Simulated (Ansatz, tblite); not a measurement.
Forces on the cluster Ti₂O₃⁺ at its B3LYP-D4/def2-SVP geometry. Total charge 1; doublet.

The xTB rows come from tblite. The structure holds one bond between oxygen atoms, so isomers without such links may lie far lower. At PBE-D4/def2-TZVP the charge 1 doublet is spin-contaminated (final ⟨S²⟩ up to 1.76, 0.75 for a pure state). At PBE-D4/def2-TZVP an occupied level lies above an empty one. Another isomer (doublet) lies 5.23 eV lower at PBE0-D4/def2-TZVP; other spin states weren't run for this one.

GFN1-xTB (tblite), largest force 2.11 eV/Å:

```xyz
5
positions Å, forces eV/Å
Ti   -0.706    2.366    1.761    0.415   -0.953   -0.816
Ti    0.550   -0.205   -0.554   -1.516   -1.157    0.670
O     0.509   -1.986   -0.402   -0.516    1.884   -0.801
O    -0.352   -1.464   -1.448    1.334    0.762    1.448
O     0.000    1.289    0.643    0.283   -0.537   -0.501
```

GFN2-xTB (tblite), largest force 1.59 eV/Å:

```
Ti -0.071 -0.292 -0.087
Ti -1.250 -0.731 0.664
O -0.269 1.278 -0.486
O 0.880 0.582 0.911
O 0.711 -0.838 -1.003
```

PBE-D4/def2-TZVP (Ansatz), largest force 0.73 eV/Å:

```
Ti -0.174 0.258 0.272
Ti 0.101 0.673 0.253
O -0.018 -0.271 0.027
O -0.145 -0.195 -0.127
O 0.235 -0.465 -0.426
```
